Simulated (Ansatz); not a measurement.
```xyz
5

C     0.0340   -0.0751    0.0025
F     0.7849    0.8154    0.7964
F     0.7849   -0.7605   -0.6936
F    -0.7330    0.7757   -0.8302
F    -0.8165   -0.7592    0.7873
```

Basis set: 6-31G (spherical functions). Left uncorrelated: 5 orbitals. Charge 0, multiplicity 1.

Computed with Ansatz (development build ahead of 0.2.0); each method stands on the lowest determinant of its kind that the runs found. Restricted open shells among the atoms or ions are ROHF, correlated in semicanonical orbitals with singles.

The atomization energy at this shape (free ground-state atoms in the same class of orbitals less the molecule, no zero-point energy) of singlet CF₄:

```
method  atomization energy
   RHF             9.51 eV
```

(1) What does RHF-MP2 give?

Answers

(1) 15.89 eV.

This basis has no polarisation functions and is too small for such energies, which can lie far from measured ones in either direction.
